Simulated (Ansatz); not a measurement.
The first iterations of a band of BClFH4N (8 atoms, charge 0, multiplicity 1).

These are results of RKS B3LYP-D4/def2-SVP in Ansatz, not measurements.

```json
{
 "movable images": "7",
 "climbing image": "yes",
 "spring": "5.0 eV/Å²",
 "optimiser": "quadratic models (default)",
 "start path": "straight line",
 "force threshold": "0.03 eV/Å",
 "iteration limit": "60",
 "end points": "relaxed"
}
```

Image 0:

```xyz
8
Properties=species:S:1:pos:R:3
B 0.011 -0.167 0.161
F 0.215 0.640 1.254
H 0.956 -0.282 -0.597
Cl -1.599 0.171 -0.717
N -0.240 -1.670 0.810
H -0.403 -2.358 0.071
H 0.561 -1.969 1.374
H -1.073 -1.643 1.407
```

Image 8:

```xyz
8
Properties=species:S:1:pos:R:3
B 0.021 -0.678 -0.399
F -0.482 0.385 2.262
H 1.079 -0.131 -0.529
Cl -1.374 -0.146 -1.340
N -0.122 -1.751 0.501
H -0.961 -2.324 0.526
H 0.692 -2.193 0.919
H -0.424 -0.442 1.822
```

| iteration | highest image above the first end (eV) | largest band force component (eV/Å) |
| --- | --- | --- |
| 1 | 3.452 | 8.014 |
| 2 | 1.962 | 2.993 |
| 3 | 2.492 | 13.154 |
| 4 | 1.651 | 3.400 |
| 5 | 1.596 | 1.854 |

Task: Does the band converge within its limit, and where does its top end?

Result: The forces met the threshold. It ended after 15 iterations with the highest image 1.544 eV above the first end. Another band between the same ends (7 images) ends at a top of the same energy, where a vibrational analysis finds 1 clearly imaginary mode. The orbitals stay closed-shell, which can raise the energy where a bond breaks towards radicals; this wasn't checked here.

Time of the run: 4.3 min on 1 thread of Arm Neoverse V2 (shared host), peak memory 0.15 GiB.
